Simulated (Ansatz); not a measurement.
`[F][InH2]` + `[SiH3]`• → `[F][InH]`• + SiH₄  (hydrogen abstraction from the In–H bond)

Program: Ansatz. Geometries: PBE0-D4/def2-TZVP. ΔE: electronic, gas phase. CBS: MP2 limit from def2 TZ/QZ plus the TZ coupled-cluster correction, frozen cores. This one scheme is used for every species. Functionals use def2-TZVPP. No spin–orbit coupling; open shells (•) take unrestricted orbitals. Elements past krypton have def2 core potentials. For In outer-core shells are correlated without core-valence functions, which leaves a few kJ/mol of doubt a bond.

CCSD(T)/CBS gives -0.99 eV.

**Question.** Another level gave -0.97 eV. Which?
A. BLYP-D4/def2-TZVPP
B. BHLYP-D4/def2-TZVPP
C. HF/def2-TZVPP
D. LC-ωPBE/def2-TZVPP

**Answer.** C. HF/def2-TZVPP -0.97, BHLYP-D4 -1.06, BLYP-D4 -1.13, LC-ωPBE -0.87 eV.

Largest T1 diagnostic among the species: 0.021.

From BLYP to BHLYP (50 % exact exchange), in def2-TZVPP and without D4, ΔE moves by +0.07 eV. Leaving LDA and LC-ωPBE aside and taking each functional with its dispersion term where it has one, the values, not all of them listed here, spread over 0.21 eV, from BLYP-D4 to B97M-V.
